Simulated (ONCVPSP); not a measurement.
# An all-electron radial function and its pseudo partner (Li)

Columns: radius, all-electron u(r) and pseudo u(r) of the 1s shell (level -51.85 eV) of lithium in the configuration 1s2 2s1; PBE, scalar-relativistic, ONCV scheme, ONCVPSP 4.0.1.

```json
{"r (bohr)": "0.045", "all-electron": "0.3653", "pseudo": "0.2642"}
{"r (bohr)": "0.090", "all-electron": "0.6393", "pseudo": "0.5132"}
{"r (bohr)": "0.135", "all-electron": "0.8395", "pseudo": "0.7335"}
{"r (bohr)": "0.180", "all-electron": "0.9811", "pseudo": "0.9153"}
{"r (bohr)": "0.225", "all-electron": "1.0769", "pseudo": "1.0537"}
{"r (bohr)": "0.270", "all-electron": "1.1367", "pseudo": "1.1481"}
{"r (bohr)": "0.315", "all-electron": "1.1681", "pseudo": "1.2020"}
{"r (bohr)": "0.360", "all-electron": "1.1777", "pseudo": "1.2214"}
{"r (bohr)": "0.405", "all-electron": "1.1704", "pseudo": "1.2140"}
{"r (bohr)": "0.450", "all-electron": "1.1504", "pseudo": "1.1876"}
{"r (bohr)": "0.495", "all-electron": "1.1208", "pseudo": "1.1489"}
{"r (bohr)": "0.540", "all-electron": "1.0841", "pseudo": "1.1032"}
{"r (bohr)": "0.585", "all-electron": "1.0426", "pseudo": "1.0541"}
{"r (bohr)": "0.630", "all-electron": "0.9977", "pseudo": "1.0039"}
{"r (bohr)": "0.675", "all-electron": "0.9509", "pseudo": "0.9537"}
{"r (bohr)": "0.720", "all-electron": "0.9030", "pseudo": "0.9040"}
{"r (bohr)": "0.765", "all-electron": "0.8549", "pseudo": "0.8552"}
{"r (bohr)": "0.810", "all-electron": "0.8073", "pseudo": "0.8073"}
{"r (bohr)": "0.855", "all-electron": "0.7605", "pseudo": "0.7605"}
{"r (bohr)": "0.900", "all-electron": "0.7150", "pseudo": "0.7150"}
{"r (bohr)": "0.945", "all-electron": "0.6711", "pseudo": "0.6710"}
{"r (bohr)": "0.990", "all-electron": "0.6288", "pseudo": "0.6288"}
{"r (bohr)": "1.035", "all-electron": "0.5884", "pseudo": "0.5883"}
{"r (bohr)": "1.080", "all-electron": "0.5498", "pseudo": "0.5498"}
{"r (bohr)": "1.125", "all-electron": "0.5132", "pseudo": "0.5132"}
{"r (bohr)": "1.170", "all-electron": "0.4786", "pseudo": "0.4786"}
```

Problem. How many radial nodes do the two functions have?

Solution. The all-electron 1s function has n − l − 1 = 0; the pseudo-wave has 0.

Problem. At about which radius was the pseudo-wave matched?

Solution. 0.90 bohr. The columns agree to 0.0005 from 0.77 bohr on; several derivatives are matched, so the curves merge somewhat inside the radius.

Problem. Where does each function peak?

Solution. Outermost all-electron maximum near 0.36 bohr, pseudo maximum near 0.36 bohr (to the table’s step).

Problem. Is the pseudo-wave norm-conserving?

Solution. Yes: the ONCV scheme keeps the norm inside the radius equal to the all-electron one, which fixes the energy derivative of the logarithmic derivative at the level.
